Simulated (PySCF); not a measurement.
Gas-phase reaction: Ge₂H₆ = GeH₄ + GeH₂

Computed with PySCF and rigid-rotor harmonic-oscillator thermochemistry at 1 bar. † marks an energy on the PBE0/def2-TZVP geometry and frequencies. MP2 and CCSD(T) freeze the core. All species are closed-shell singlets. Ge: all electrons, no relativistic terms. GeH₂: computed as isolated molecules; such fragments, hydroxides, amides, oligomers or adducts are transient or little studied in the gas. MP2 isn't extrapolated to the basis-set limit. CCSD(T) isn't extrapolated to the basis-set limit.

CCSD(T)/def2-SVP† gives ΔH°(298 K) = 177 kJ.

### Question
What do MP2/def2-TZVPP†, ωB97M-V/def2-TZVP†, HF/def2-TZVP† give?

### Answer
MP2/def2-TZVPP†: 209 kJ; ωB97M-V/def2-TZVP†: 181 kJ; HF/def2-TZVP†: 158 kJ. For scale, ΔH°(298 K) is 177 kJ at this level, 181 kJ at ωB97M-V/def2-TZVP†, and runs from 152 to 227 kJ over the 19 levels computed.
